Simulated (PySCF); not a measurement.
Species: B(CN)3, C3BN3.
Bonds: B1–C2, B1–C4, B1–C6, C2–N3, C4–N5, C6–N7.

Level of theory: PBE0-D3(BJ)/def2-SVP geometry optimisation, gas phase in PySCF.

Problem. List the bond lengths and angles at this level.

Solution. 
| bond | length (Å) |
| --- | --- |
| B1–C2, B1–C4, B1–C6 | 1.529 |
| C2–N3, C4–N5, C6–N7 | 1.161 |

Bonds in one row agree within 0.01 Å and their mean is given. A selection of angles:
| angle | degrees |
| --- | --- |
| C2–B1–C4 | 120.0 |
| B1–C2–N3 | 180.0 |

The 7 heavy atoms lie in one plane (0.000 Å rms). All 3 B–C bonds measure 1.529 Å. All 3 C–N bonds measure 1.161 Å. B1 (boron bonded to 3 C) is planar (angles 120.1°, 120.0° and 119.8°, sum 360.0°, 0.00 Å off the plane of its three neighbours).

Point group: D3h (tolerance 0.08 Å). Whether it is a minimum is left open (no frequencies).
